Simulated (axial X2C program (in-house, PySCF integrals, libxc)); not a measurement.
## Outer orbitals of MnC⁺ at 1.679 Å, HF

Calculated with an in-house relativistic program for diatomic molecules. Spin-free means the one-electron spin-free X2C Hamiltonian; two-component (2c) means X2C with spin–orbit coupling and atomic mean-field two-electron Coulomb and Gaunt terms, so the difference of the two also holds small scalar two-electron terms. Basis: Mn dyall-cv3z [9s10p6d3f2g], C dyall-v3z [7s6p2d1f] (cores contracted in-house); Gaussian nuclei, density fitting, unrestricted open shells. Masses: Mn 54.938 u, C 12.000 u.

The distance is close to the 2c PBE0 minimum; the highest filled and lowest empty levels are listed.

Spin-free orbitals, state M_S = 1, Λ = 0 (beyond evenly filled blocks: δ+α, δ-α) (Löwdin shares):

| symmetry | occupied | ε (eV) | atomic character |
| --- | --- | --- | --- |
| σβ | yes | -29.55 | 68% C s, 12% Mn p, 10% Mn d |
| σα | yes | -25.49 | 80% Mn d, 13% C s, 4% C p |
| δ+α | yes | -24.36 | 100% Mn d |
| δ-α | yes | -24.36 | 100% Mn d |
| π+α | yes | -24.23 | 97% Mn d |
| π-α | yes | -24.23 | 97% Mn d |
| σα | yes | -19.22 | 45% C s, 23% Mn s, 18% Mn d |
| σβ | yes | -17.91 | 80% C p, 10% Mn d, 4% Mn s |
| π+β | yes | -17.10 | 79% C p, 14% Mn d, 6% Mn p |
| π-β | yes | -17.10 | 79% C p, 14% Mn d, 6% Mn p |
| σα | no | -6.52 | 46% Mn s, 41% Mn p, 8% C p |
| σβ | no | -5.85 | 66% Mn s, 25% Mn p, 4% C p |
| π+α | no | -4.40 | 78% Mn p, 21% C p |
| π-α | no | -4.40 | 78% Mn p, 21% C p |

Spinors with spin–orbit coupling (state Ω = 1):

```tsv
ω	occupied	ε (eV)	atomic character	λ mixture
-1/2	yes	-29.54	68% C s, 12% Mn p, 10% Mn d	100% σ
1/2	yes	-25.49	81% Mn d, 13% C s, 4% C p	100% σ
-3/2	yes	-24.42	100% Mn d	100% δ
5/2	yes	-24.31	100% Mn d	100% δ
-1/2	yes	-24.27	97% Mn d	100% π
3/2	yes	-24.21	97% Mn d	100% π
1/2	yes	-19.22	45% C s, 23% Mn s, 18% Mn d	100% σ
-1/2	yes	-17.91	80% C p, 10% Mn d, 4% Mn s	100% σ
1/2	yes	-17.11	79% C p, 14% Mn d, 6% Mn p	100% π
-3/2	yes	-17.10	79% C p, 14% Mn d, 6% Mn p	100% π
1/2	no	-6.51	47% Mn s, 41% Mn p, 8% C p	100% σ
-1/2	no	-5.85	66% Mn s, 25% Mn p, 4% C p	100% σ
-1/2	no	-4.41	78% Mn p, 21% C p	100% π
3/2	no	-4.39	78% Mn p, 21% C p	100% π
```

Mulliken charges and populations of the two-component result (they depend on the basis, above all on diffuse functions):

Mn 1.40 e (s 6.22 p 12.11 d 5.26), C -0.40 e (s 3.74 p 2.64 d 0.02). ⟨Lz⟩ = 0.00 ħ and ⟨Sz⟩ = 1.00 ħ (2.35 and -1.35 on the two atoms), which add up to Ω.

The state is a single determinant with fixed occupations, the lowest that a limited PBE0 search found. With several unpaired electrons one determinant need not be a pure state. Open-shell Ω = 0 determinants with evenly filled partner blocks cannot be reached by this program, so the Ω shown need not be the lowest component. The determinant is spin-polarised beyond a pure state at some levels (its spin-free form has ⟨S²⟩ too high), which makes Re and μ there less reliable.
